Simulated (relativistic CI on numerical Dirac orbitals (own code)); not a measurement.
# Ni²⁺ in a cubic cluster: 1s photoemission with charge transfer

Computed with a charge-transfer multiplet model of a cubic metal-ligand cluster with up to 2 ligand holes, Slater and spin-orbit integrals from Dirac-Coulomb-Breit ions, Slater integrals scaled by 0.9. The ground state mixes d8 with configurations of k ligand holes L, whose averages lie at kΔ + k(k − 1)U_dd/2; a core hole lowers each added d electron by U_cd. 300 K, Lorentzian 1.1 eV and Gaussian 0.6 eV FWHM.

Atomic integrals in eV (Slater integrals scaled, ζ unscaled), ground: F2dd 10.953, F4dd 6.797, zeta_d 0.080; with the core hole: F2dd 12.512, F4dd 7.807, zeta_d 0.112, G2cd 0.073.

Cluster parameters (eV): Δ = 1.5, U_dd = 6.1, U_cd = 7.2, 10Dq(ligand) = 0.2, V(eg) = 2.5, V(t2g) = -1.08, final-state hopping factor = 0.8.

```
          Case   n_d    d8   d9L  d10L2     S
10Dq = 0.35 eV  8.40  0.62  0.35   0.02  1.00
10Dq = 1.25 eV  8.36  0.66  0.32   0.02  1.00
10Dq = 1.55 eV  8.35  0.67  0.31   0.02  1.00
10Dq = 1.85 eV  8.33  0.68  0.30   0.02  1.00
10Dq = 2.15 eV  8.32  0.70  0.29   0.02  1.00
```

Weights, n_d and S are thermal averages at 300 K. Binding energies count from the first peak over 30 % of the highest in each spectrum, which can be another peak from case to case. The parameters are a model scan and need not match a compound or its usual spin state. Peaks in eV (height, largest 100):
- 10Dq = 0.35 eV: 0.0 (100), 5.2 (44), 9.1 (23)
- 10Dq = 1.25 eV: 0.0 (100), 5.2 (44), 8.7 (21)
- 10Dq = 1.55 eV: 0.0 (100), 5.3 (44), 8.6 (20)
- 10Dq = 1.85 eV: 0.0 (100), 5.2 (44), 8.5 (18)
- 10Dq = 2.15 eV: 0.0 (100), 5.3 (44), 8.4 (17)

Curve for 10Dq = 1.85 eV (points under 2 left out, the grid thinned):

```csv
E (eV),Intensity
-4.0,2.4
-3.7,2.8
-3.3,3.4
-3.0,4.1
-2.7,5.0
-2.3,6.8
-2.0,8.9
-1.7,12.1
-1.3,19.8
-1.0,30.8
-0.7,50.1
-0.3,86.6
0.0,100.0
0.3,85.0
0.7,48.8
1.0,30.3
1.3,19.9
1.7,12.8
2.0,10.0
2.3,8.3
2.7,7.1
3.0,6.9
3.4,7.5
3.7,8.8
4.0,11.4
4.4,18.6
4.7,28.6
5.0,39.9
5.4,41.8
5.7,31.4
6.0,20.5
6.4,12.0
6.7,9.0
7.0,7.7
7.4,7.9
7.7,9.8
8.0,13.5
8.4,18.1
8.7,17.0
9.0,12.6
9.4,7.2
9.7,4.9
10.0,3.5
10.4,2.5
10.7,2.0
```

For the case 10Dq = 1.25 eV, Δ = 1.5 eV is smaller than U_dd = 6.1 eV, the charge-transfer side of the Zaanen-Sawatzky-Allen scheme. With the core hole the average of the configuration with one ligand hole lies at Δ − U_cd = -5.7 eV before mixing: it lies below the unscreened one, so the lowest final states are mostly screened and the unscreened weight appears at higher binding energy as a satellite.
